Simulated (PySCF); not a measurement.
Splitting trees

Atoms are numbered as in `[BH2:1][CH2:2][C:3]#[CH:4]`; H(Xn) means a hydrogen on atom n.

[PySCF 2.14: NMR shieldings at PBE0/pcSseg-1/GIAO; geometry from PBE0-D3(BJ)/def2-SVP; B3LYP/pcJ-1 coupling constants; isolated molecule; single conformer; relativity neglected; one averaged value for each set of equivalent atoms]

Referencing at the same level of theory: 1H, 13C against TMS.

Spectrometer: 800 MHz for 1H. First-order analysis; couplings under 1 Hz (under 4 Hz in carbon signals) are ignored, and nearly equal couplings are merged; the smaller ones broaden or split the lines further.

**Question.** What pattern does H(C4) show (1H)?

**Answer.** A triplet at δ 1.86: 4.0 Hz to H(C2) (2 × 1H, 4 bonds away). Lines in Hz from the centre (relative intensity): +4.0 (1), +0.0 (2), -4.0 (1). The outer lines are 8.0 Hz apart, the sum of the couplings kept, or 0.010 ppm at this field.

**Question.** What pattern does H(C2) show (1H)?

**Answer.** A doublet of triplets at δ 2.62: 4.0 Hz to H(C4) (1 × 1H, 4 bonds away), 1.8 Hz to H(B1) (2 × 1H, 3 bonds away). Lines in Hz from the centre (relative intensity): +3.8 (1), +2.0 (2), +0.2 (1), -0.2 (1), -2.0 (2), -3.8 (1). The outer lines are 7.6 Hz apart, the sum of the couplings kept, or 0.009 ppm at this field.

**Question.** What pattern does C3 show in the proton-coupled 13C spectrum?

**Answer.** A doublet of quintets at δ 86.3: 53.4 Hz to H(C4) (1 × 1H, 2 bonds away), 9.3 Hz to H(B1) and H(C2) (4 × 1H, 2 or 3 bonds away). Lines in Hz from the centre (relative intensity): +45.3 (1), +36.0 (4), +26.7 (6), +17.4 (4), +8.1 (1), -8.1 (1), -17.4 (4), -26.7 (6), -36.0 (4), -45.3 (1). The outer lines are 90.6 Hz apart, the sum of the couplings kept, or 0.450 ppm at this field.

Hydrogens on boron are broadened and split by 11B (spin 3/2, 80 %) and 10B (spin 3). Vicinal couplings across rotatable single bonds and in flexible rings belong to the one computed conformer; a conformer average would change them.
